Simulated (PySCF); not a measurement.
**Peak assignment**

Mapped SMILES: `[CH:1]#[C:2][C:3]1=[CH:4][C@@H:5]([F:6])[CH2:7][O:8][CH2:9]1` (H(Xn): hydrogen on atom n). Ha(C7), Ha(C9) are cis to F6 on the ring; Hb(C7), Hb(C9) are trans to F6 on the ring.

One conformer, no solvent, relativity neglected. GIAO PBE0/pcSseg-1 shieldings; geometry: GFN2-xTB; PySCF 2.14.0 with density-fitted response routines.

δ = σ(ref) − σ, references computed at the same level: $^{13}$C (186.93 ppm) and $^{1}$H (31.72 ppm) against TMS.

(1) Assign these signals to the numbered atoms. $^{13}$C{$^{1}$H} NMR (computed): δ 145.2 (CH), 129.7 (C), 91.0 (CH), 85.8 (CH), 84.1 (C), 71.6 (CH2), 69.9 (CH2).

(2) Assign these signals to the numbered atoms. $^{1}$H NMR (400 MHz, computed): δ 6.83 (m, 1H), 5.35 (m, 1H), 4.35 (m, 1H), 4.29 (m, 1H), 4.23 (m, 1H), 3.48 (m, 1H), 2.78 (s, 1H).

## Answers

(1) 
145.2 → C4, alkene CH: the olefinic region
129.7 → C3, fully substituted alkene carbon: an sp2 carbon of a C=C bond
91.0 → C1, terminal alkyne carbon: the triple bond shields along its axis, which puts it between sp3 and sp2 carbons
85.8 → C5, allylic sp3 CH bonded to F: the inductive effect lowers its shielding
84.1 → C2, alkyne carbon: sp carbons lie upfield of alkene carbons because the cylindrical π system leaves one tensor component strongly shielded
71.6 → C9, allylic sp3 CH2 bonded to O: the inductive effect lowers its shielding
69.9 → C7, sp3 CH2 bonded to O: the inductive effect lowers its shielding

C5 and C2; C9 and C7 lie closer than the usual error of such a calculation, so a measured spectrum could show them in the other order.

(2) 
6.83 → H(C4), hydrogen on an alkene CH: a vinylic proton, deshielded by the sp2 carbon and the C=C anisotropy
5.35 → H(C5), hydrogen on an allylic sp3 CH bonded to F: its carbon carries F, an electronegative neighbour
4.35 → Hb(C7), hydrogen on an sp3 CH2 bonded to O: its carbon carries O, hence the downfield position
4.29 → Hb(C9), hydrogen on an allylic sp3 CH2 bonded to O: its carbon carries O, which withdraws density
4.23 → Ha(C9), hydrogen on an allylic sp3 CH2 bonded to O
3.48 → Ha(C7), hydrogen on an sp3 CH2 bonded to O: its carbon carries O, hence the downfield position
2.78 → H(C1), hydrogen on a terminal alkyne carbon: it lies on the axis of the triple bond, in its shielding cone

Hb(C7) and Hb(C9); Hb(C9) and Ha(C9) lie closer than the usual error of such a calculation, so a measured spectrum could show them in the other order.

Splittings by $^{19}$F in the carbon and heteronuclear signals aren't shown, as no couplings were computed. Shifts are as computed. Against solution values, carbons near 30 ppm lie about +3 ppm off and those near 130 ppm about +5 ppm. Of 1211 compounds with measured shifts, 218 miss one by over three times the rms of a fit or turn the order of signals round; such compounds aren't used in these exercises. Multiplicities follow the n + 1 count of equivalent neighbours, as no J values were calculated; m marks all less simple cases, F and P coupling included.
